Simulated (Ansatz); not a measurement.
## Relaxing a trial structure of H2PSiZn+

The starting geometry of this gas-phase singlet was optimised with GFN2-xTB.

```
atom    x (Å)    y (Å)    z (Å)
   P  -0.1926   0.1429   1.1041
  Si  -0.8044  -1.9927   0.7994
  Zn   0.1118  -2.0700  -1.5095
   H   1.1462  -0.1989   1.3655
   H  -0.5420   0.2045   2.4570
```

**Question.** Predict what it relaxes into with B3LYP/6-31G*.

**Answer.** It keeps its bonds.

The energy falls by 0.25 eV over 12 steps:

```json
{"step": "1", "E − E(last) (eV)": "0.248"}
{"step": "2", "E − E(last) (eV)": "0.169"}
{"step": "3", "E − E(last) (eV)": "0.132"}
{"step": "5", "E − E(last) (eV)": "0.054"}
{"step": "6", "E − E(last) (eV)": "0.016"}
{"step": "7", "E − E(last) (eV)": "0.007"}
{"step": "8", "E − E(last) (eV)": "0.002"}
{"step": "10", "E − E(last) (eV)": "0.000"}
{"step": "11", "E − E(last) (eV)": "0.000"}
{"step": "12", "E − E(last) (eV)": "0.000"}
```

Final geometry (Å):

```xyz
5

P    -0.0368   -0.3745    1.3673
Si   -1.2893   -1.9153    0.5338
Zn    0.3210   -2.0917   -1.2533
H     1.1745    0.2370    1.0032
H    -0.4505    0.2304    2.5654
```

Frequencies at the end are all real (lowest 115 cm⁻¹). Run with Ansatz 0.2.0, 89 s on 1 thread of AMD EPYC (Zen 3) (shared host).
